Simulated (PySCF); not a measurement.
C5H5Cl (SMILES C=C=C(Cl)C=C), singlet, geometry from GFN2-xTB; DF-CAMB3LYP/def2-TZVP (PySCF).

Input for PySCF:
```python
from pyscf import gto, scf, dft

mol = gto.Mole()
mol.atom = '''
    C    -2.63882691   -0.46603135    0.61184362
    C    -1.37957911   -0.30717328    0.36747000
    C    -0.11040490   -0.13187251    0.10978939
    Cl    0.33991289    1.20293330   -0.93507350
    C     0.95225534   -0.96943360    0.63150131
    C     2.24565787   -0.81020742    0.38345182
    H    -3.26505664   -1.08927647   -0.00824812
    H    -3.11941222    0.00682713    1.45478761
    H     0.60039753   -1.77125578    1.26725223
    H     2.60874881   -0.01684803   -0.24707704
    H     2.98218966   -1.47100404    0.80519805
'''
mol.basis = 'def2-tzvp'
mol.verbose = 4
mol.max_memory = 1800
mol.build()

mf = dft.RKS(mol)
mf.xc = 'camb3lyp'
mf = mf.density_fit(auxbasis='def2-universal-jkfit')
mf.kernel()
```

What the program printed (banner, timings and long lists left out):

```
PySCF version 2.14.0

[INPUT] verbose = 4
[INPUT] num. atoms = 11
[INPUT] num. electrons = 52
[INPUT] charge = 0
[INPUT] spin (= nelec alpha-beta = 2S) = 0
[INPUT] symmetry False subgroup None
[INPUT] Mole.unit = angstrom
[INPUT] Symbol           X                Y                Z      unit          X                Y                Z       unit  Magmom
[INPUT]  1 C     -2.638826910000  -0.466031350000   0.611843620000 AA   -4.986660150032  -0.880671616961   1.156216872862 Bohr   0.0
[INPUT]  2 C     -1.379579110000  -0.307173280000   0.367470000000 AA   -2.607026685071  -0.580473371984   0.694417658994 Bohr   0.0
[INPUT]  3 C     -0.110404900000  -0.131872510000   0.109789390000 AA   -0.208635023810  -0.249202927259   0.207471878483 Bohr   0.0
[INPUT]  4 Cl     0.339912890000   1.202933300000  -0.935073500000 AA    0.642342268309   2.273214483119  -1.767032821338 Bohr   0.0
[INPUT]  5 C      0.952255340000  -0.969433600000   0.631501310000 AA    1.799501793255  -1.831963999951   1.193364523204 Bohr   0.0
[INPUT]  6 C      2.245657870000  -0.810207420000   0.383451820000 AA    4.243678343774  -1.531070127890   0.724618921766 Bohr   0.0
[INPUT]  7 H     -3.265056640000  -1.089276470000  -0.008248120000 AA   -6.170062830793  -2.058434202233  -0.015586687843 Bohr   0.0
[INPUT]  8 H     -3.119412220000   0.006827130000   1.454787610000 AA   -5.894834765421   0.012901405917   2.749150152311 Bohr   0.0
[INPUT]  9 H      0.600397530000  -1.771255780000   1.267252230000 AA    1.134586897565  -3.347188320753   2.394759645444 Bohr   0.0
[INPUT] 10 H      2.608748810000  -0.016848030000  -0.247077040000 AA    4.929820778685  -0.031838162438  -0.466907937268 Bohr   0.0
[INPUT] 11 H      2.982189660000  -1.471004040000   0.805198050000 AA    5.635521708910  -2.779794763729   1.521603790534 Bohr   0.0

nuclear repulsion = 245.761849367138
number of shells = 88
number of NR pGTOs = 333
number of NR cGTOs = 222
basis = def2-tzvp
ecp = {}

******** <class 'pyscf.df.df_jk.DFRKS'> ********
method = DFRKS
initial guess = minao
damping factor = 0
level_shift factor = 0
DIIS = <class 'pyscf.scf.diis.CDIIS'>
diis_start_cycle = 1
diis_space = 8
diis_damp = 0
SCF conv_tol = 1e-09
SCF conv_tol_grad = None
SCF max_cycles = 50
direct_scf = False
XC library pyscf.dft.libxc version 7.1.2
    S. Lehtola, C. Steigemann, M. J. T. Oliveira, and M. A. L. Marques,  SoftwareX 7, 1–5 (2018)
XC functionals = camb3lyp
    T. Yanai, D. P. Tew, and N. C. Handy,  Chem. Phys. Lett. 393, 51 (2004)
radial grids:
    Treutler-Ahlrichs [JCP 102, 346 (1995); DOI:10.1063/1.469408] (M4) radial grids

becke partition: Becke, JCP 88, 2547 (1988); DOI:10.1063/1.454033
pruning grids: <function nwchem_prune>
grids dens level: 3
symmetrized grids: False
atomic radii adjust function: <function treutler_atomic_radii_adjust>
small_rho_cutoff = 0
Set gradient conv threshold to 3.16228e-05
Initial guess from minao.
tot grids = 138512
******** <class 'pyscf.df.df.DF'> ********
auxbasis = def2-universal-jkfit
Create RSH-DF object <pyscf.df.df.DF object> for omega=0.33
******** <class 'pyscf.df.df.DF'> ********
auxbasis = auxmol.basis = def2-universal-jkfit
init E= -654.553243221608
  HOMO = -0.254617144375061  LUMO = -0.0752322791140556  gap/eV = 4.88131
cycle= 1 E= -653.603333597896  delta_E= 0.95  |g|= 0.348  |ddm|= 3.25
  HOMO = -0.286232428542618  LUMO = 0.00521846402994699  gap/eV = 7.93078
cycle= 2 E= -653.609544576178  delta_E= -0.00621  |g|= 0.354  |ddm|= 0.775
  HOMO = -0.288520752987736  LUMO = 0.00779044611723132  gap/eV = 8.06304
cycle= 3 E= -653.636431624491  delta_E= -0.0269  |g|= 0.0718  |ddm|= 0.351
  HOMO = -0.300644899311393  LUMO = -0.000802970307619304  gap/eV = 8.15911
cycle= 4 E= -653.637611454766  delta_E= -0.00118  |g|= 0.0328  |ddm|= 0.131
  HOMO = -0.296959562138383  LUMO = 0.00342619696752294  gap/eV = 8.17391
cycle= 5 E= -653.637890620523  delta_E= -0.000279  |g|= 0.00591  |ddm|= 0.0379
  HOMO = -0.296850299317224  LUMO = 0.00367202972318414  gap/eV = 8.17763
cycle= 6 E= -653.637899570125  delta_E= -8.95e-06  |g|= 0.00237  |ddm|= 0.00801
  HOMO = -0.296929711218205  LUMO = 0.00367155644601364  gap/eV = 8.17978
cycle= 7 E= -653.637900908265  delta_E= -1.34e-06  |g|= 0.000758  |ddm|= 0.00426
  HOMO = -0.296966691124048  LUMO = 0.00367999465191772  gap/eV = 8.18101
cycle= 8 E= -653.637901077718  delta_E= -1.69e-07  |g|= 0.000311  |ddm|= 0.00143
  HOMO = -0.296958280832218  LUMO = 0.00369921927745976  gap/eV = 8.18131
cycle= 9 E= -653.637901107262  delta_E= -2.95e-08  |g|= 5.51e-05  |ddm|= 0.000697
  HOMO = -0.296962364017823  LUMO = 0.00369775062145157  gap/eV = 8.18138
cycle= 10 E= -653.63790110818  delta_E= -9.18e-10  |g|= 3e-05  |ddm|= 0.000105
  HOMO = -0.29696092511363  LUMO = 0.00370073566068195  gap/eV = 8.18142
Extra cycle  E= -653.637901108176  delta_E= 3.41e-12  |g|= 3.12e-05  |ddm|= 7.84e-05
converged SCF energy = -653.637901108176
```
